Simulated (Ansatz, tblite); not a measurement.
Adding an electron: the cluster Ag3H3⁺. The state is a doublet with charge 1. Geometry: B3LYP-D4/def2-TZVP. Ansatz, gas phase; energy differences of separate SCF runs; the reduced species is a singlet (the triplet lies 1.79 eV higher at PBE0-D4/def2-TZVP).

```xyz
6

Ag   -3.618   -2.647    0.103
Ag   -1.725   -0.640   -0.341
Ag    0.817    0.772   -0.134
H     2.538    0.653    0.878
H     2.748    1.091    0.280
H    -0.760    0.771   -0.787
```

In the def2 sets Ag takes a core potential; there is no spin–orbit coupling. The xTB rows come from tblite. In the doublet, H4 and H5 lie 0.77 Å apart (atoms count from 1), so H2 has formed as a molecule. No other spin state of charge 1 was run. The structure comes from a short search, and lower isomers may exist.

| level | −HOMO (eV) | −LUMO (eV) | vertical EA (eV) | HOMO–LUMO gap (eV) |
| --- | --- | --- | --- | --- |
| GFN1-xTB | – | – | 10.98 | – |
| GFN2-xTB | – | – | 11.79 | – |
| PBE-D4/def2-TZVP | 9.89 | 9.26 | 6.72 | 0.63 |
| r2SCAN-D4/def2-TZVP | 10.00 | 8.85 | 6.49 | 1.15 |
| PBE0-D4/def2-TZVP | 10.48 | 8.07 | 6.31 | 2.41 |

  HOMO and LUMO are the levels of the spin that leaves or enters (xTB has no such levels and no spin-polarisation term). Other spin states of the ions may lie lower, which would lower the ionisation energy or raise the affinity. Raw xTB energy differences between charge states are shifted by several eV; the methods need an empirical correction for them.
